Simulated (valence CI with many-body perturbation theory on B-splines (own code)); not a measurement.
## Rh40+: what the settings do

Computed by valence CI with perturbative core correlation (CI+MBPT): three valence electrons over a frozen Dirac-Fock core [He], a basis of 6 s, 6 p, 5 d, 3 f, 1 g functions for each j, with the one-electron correlation potential Σ1 (screened to all orders), the two-electron term Σ2, the three-electron term Σ3, Breit, model QED; selected single and double excitations, second order for the rest, scaled by the run's own slope (own B-spline code, finite nucleus).

The last digits are not significant, and no measured levels were compared; by estimate large intervals hold to a few tenths of a per cent, small ones and those within an open d or f shell to about a per cent.

The reference run has the lowest level (2s^2 2p1/2) J=1/2 and an ionisation energy of 6163.13 eV. Its largest variational space holds 4177 state functions.

Levels are named by their leading jj configuration (3d3/2^4 stands for four electrons in 3d with j = 3/2), which in mixed levels can hold well under half, so a name can repeat and another be missing. Letters in brackets count levels of one name in rising energy.

Changed runs:
A. highest l with Σ1, explicit Σ2 and valence Breit (higher l get mean screening factors) 3 → 1
B. scale of Σ1 1 → 1.1
C. orbitals per symmetry with explicit Σ2 and valence Breit (the others get mean screening factors) 5 → 3
D. scale of Σ1 1 → 2 (bad on purpose)

Excitation energies of the reference run in cm⁻¹, and shifts in cm⁻¹:

```csv
Level,Reference,A,B,C,D
(2s 2p1/2^2) J=1/2,997032,+130,-179,+107,-1793
(2s^2 2p3/2) J=3/2,1301980,-4.7,+48,-9.3,+478
(2s 2p1/2 2p3/2) J=3/2 [a],2008060,-69,-131,+14,-1312
(2s 2p1/2 2p3/2) J=5/2,2214660,+4.6,-130,-69,-1299
(2s 2p1/2 2p3/2) J=3/2 [b],2547400,+242,-130,+45,-1304
(2s 2p1/2 2p3/2) J=1/2,2577380,+238,-134,+81,-1338
(2s 2p3/2^2) J=5/2,3460960,+60,-82,-11,-816
(2p1/2^2 2p3/2) J=3/2,3652690,+417,-309,+168,-3090
(2s 2p3/2^2) J=1/2,3939050,+464,-80,+279,-799
(2s 2p3/2^2) J=3/2,3948440,+244,-82,+62,-816
(2p1/2 2p3/2^2) J=3/2,4761360,+275,-264,+68,-2645
(2p1/2 2p3/2^2) J=5/2,4896120,+291,-264,-9.2,-2636
Ionisation energy (eV),6163.13,-0.03,+0.038,-0.016,+0.38
```
